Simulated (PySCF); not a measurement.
SMILES C(CC(=O)O)B, GFN2-xTB optimised geometry.

```
13

B      2.31    -0.64     0.00
C      0.74    -0.64     0.00
C      0.06     0.73     0.00
C     -1.44     0.69    -0.01
O     -2.15     1.66     0.00
O     -1.95    -0.55    -0.05
H      2.92     0.36    -0.03
H      2.87    -1.66     0.03
H      0.39    -1.21    -0.87
H      0.38    -1.22     0.86
H      0.36     1.31     0.88
H      0.37     1.31    -0.87
H     -2.92    -0.51    -0.05
```

Density from PBE/def2-TZVP (PySCF) at that geometry.

Minimum of the electron density along straight lines between bonded atoms, close to the bond critical point (lines longer than 1.1 times the sum of covalent radii, or with two minima, are not listed):

```csv
bond,length / Å,ρ at the minimum / e bohr⁻³,∇²ρ there / e bohr⁻⁵,position (fraction from the first atom)
B1–C2,1.567,0.189,-0.34,0.34
C2–C3,1.528,0.240,-0.56,0.49
C3–C4,1.508,0.258,-0.65,0.47
C4–O5,1.203,0.432,-0.25,0.34
C4–O6,1.340,0.309,-0.65,0.35
B1–H7,1.169,0.193,-0.38,0.44
B1–H8,1.169,0.193,-0.39,0.44
C2–H9,1.095,0.267,-0.86,0.64
C2–H10,1.094,0.268,-0.87,0.64
C3–H11,1.093,0.275,-0.92,0.64
C3–H12,1.093,0.275,-0.92,0.64
O6–H13,0.970,0.353,-2.39,0.80
```
